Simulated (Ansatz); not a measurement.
A made-up structure of ZnBH2F, closed shell:

```
5
angstrom
F 0.2684 -1.4489 1.2104
B -0.3569 -0.7587 0.2636
Zn 0.4445 1.0670 -0.4135
H -1.3746 -1.2788 -0.1309
H 0.8133 -2.1086 1.5201
```

It is relaxed with PBE-D4/def2-SVP and then PBE0-D4/def2-TZVP (Ansatz 0.2.0). Atoms count as bonded within 1.22 times the sum of their covalent radii (H–H: 0.88 Å). The end point is not checked to be a true minimum.

(1) Does its bonding change? (Judge from chemistry; the calculation decides.)

## Answers

(1) Computed: Yes. Formed: none; broken: F1–B2.

Where it ends: The first stage lowers the energy by 2.51 eV in 18 steps. It ends as a complex of ZnBH ([BH][Zn]) + HF:
F1  (0.948, -1.648, 1.756)
B2  (-1.291, -0.297, 0.117)
Zn3  (0.602, 0.782, -0.372)
H4  (-0.927, -1.482, -0.051)
H5  (0.463, -1.883, 0.999)
(Å)

Labels in which every atom is bracketed show which atoms are joined, not bond orders.

For scale, one of the runs: PBE0-D4/def2-TZVP relaxation, 122 basis functions, launched by `ansatz run in.yaml --threads 2 --pin off --events-out ev --progress --plain --max-ram 4352MiB`. The run took about 67 s on 2 CPU threads of an Intel Xeon Platinum 8488C (shared host).
